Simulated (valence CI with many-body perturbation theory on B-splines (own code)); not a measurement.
**Valence orbitals of Ce⁸⁺**

Calculated by valence CI with perturbative core correlation (CI+MBPT): four valence electrons over a frozen Dirac-Fock core [Kr] 4d10, a basis of 8 s, 8 p, 9 d, 9 f, 6 g, 3 h, 2 i functions for each j, with the one-electron correlation potential Σ1, the two-electron term Σ2, the three-electron term Σ3, Breit, model QED; selected CI, second order for the rest, scaled by the run's own slope (own B-spline code, finite nucleus).

No measured levels were compared; by estimate levels hold to about 250 cm⁻¹ or 0.2 % of their energy and the worst to 1 %, as in measured heavy ions of charge 2 to 7; those with d or f electrons hold less well. Core correlation moves these levels by up to 44000 cm⁻¹, and in measured spectra 5 to 20 % of such shifts remained as error; rates that hang on mixing are uncertain with them.

These are the spectroscopic orbitals of the CI (the correlating ones are not listed), shaped by the core and the other valence electrons. h is the expectation value of the core's Dirac-Fock operator, without the valence repulsion; Σ1 is computed up to l = 3 at one energy for each symmetry, that of its lowest orbital but kept below the first core excitation, so for empty shells it is not the orbital's own correlation shift; Breit and QED include the response of the core.

```
Orbital  h (hartree)  Σ1 (cm⁻¹)  Breit (cm⁻¹)  QED (cm⁻¹)  ⟨r⟩ (bohr)
  5s1/2      -6.9595     -15773           551         541       1.414
  6s1/2      -3.9568      -4545           240         229       2.518
  7s1/2      -2.5472      -1863           110         105       4.022
  5p1/2      -6.2304     -14238           875       -17.2       1.503
  6p1/2      -3.6077      -4008           347        -7.2       2.725
  7p1/2       -2.365      -1781           173        -3.6       4.286
  5p3/2      -6.0618     -13223           492        32.3       1.550
  6p3/2      -3.5342      -3834           199        12.6       2.786
  7p3/2       -2.326      -1722           107         6.3       4.361
  5d3/2      -4.8938      -9562           194       -28.9       1.802
  6d3/2      -2.9774      -3182          83.8       -12.2       3.217
  7d3/2      -2.0217      -1583          46.1        -6.6       4.930
  5d5/2      -4.8632      -9314          78.5       -15.4       1.816
  6d5/2      -2.9632      -3123          34.8        -6.5       3.234
  7d5/2      -2.0138      -1558          19.7        -3.6       4.951
  4f5/2      -6.2366     -22011          -406       -77.2      0.9472
  5f5/2      -3.5339      -5347         -75.1       -19.5       2.373
  4f7/2       -6.224     -21655          -606       -64.6      0.9519
  5f7/2      -3.5287      -5319          -126       -15.8       2.378
  5g7/2      -2.7675                     -3.3        -0.1       2.908
  5g9/2      -2.7677                     -4.1         0.1       2.908
```

Among the shells of the start configuration 5s2 5p2, Σ1 is largest in size for 5s1/2, where it is 1.0 % of h.

Lowest root of each symmetry, sizes in configuration state functions:

```tsv
J	Parity	Roots	Reference	Variational	Second order	Change by selected CI (cm⁻¹)	Change by second order (cm⁻¹)
0	even	4	34	15730	365801	-8973	-15
1	even	3	70	27124	840672	-8240	-33
2	even	8	108	40000	1584884	-8706	-57
3	even	5	101	39412	1554114	-7856	-58
4	even	6	95	37948	1744998	-8548	-89
5	even	2	62	31469	1303274	-7870	-50
6	even	2	39	27457	1140453	-7974	-45
0	odd	3	15	15819	287614	-12938	-20
1	odd	7	45	39996	864462	-12104	-24
2	odd	11	62	39800	1251381	-7568	-29
3	odd	10	62	39894	1505650	-10562	-94
4	odd	7	55	39515	1359092	-7054	-50
5	odd	4	42	39419	1012856	-6158	-30
6	odd	2	25	29531	848381	-6833	-30
```
